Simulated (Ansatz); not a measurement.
Basis-set series for CH$_{3}$BBr$_{2}$ (`CB(Br)Br`). The species carries charge 0 and has multiplicity 1. The structure was optimised at the PBE0-D4/def2-TZVP level.

```
functional       basis  functions  energy (Eh)  HOMO (eV)  LUMO (eV)
   PBE0-D4    def2-SVP        107  -5211.81274      -8.08      -1.44
   PBE0-D4  def2-TZVPP        200  -5212.50368      -8.21      -1.56
   ωB97M-V    def2-SVP        107  -5212.16341     -10.27       0.63
   ωB97M-V  def2-TZVPP        200  -5212.85554     -10.41       0.48
```

Problem. Give the rows for def2-QZVPP. (Best estimate.)

Solution. The calculation gave: 
```tsv
functional	basis	functions	energy (Eh)	HOMO (eV)	LUMO (eV)
PBE0-D4	def2-QZVPP	382	-5212.61219	-8.22	-1.58
ωB97M-V	def2-QZVPP	382	-5212.95993	-10.42	0.44
```

Positive LUMOs are unbound and depend on the basis. Scalar relativity is left out up to krypton.

Results of the Gaussian-basis code of Ansatz.
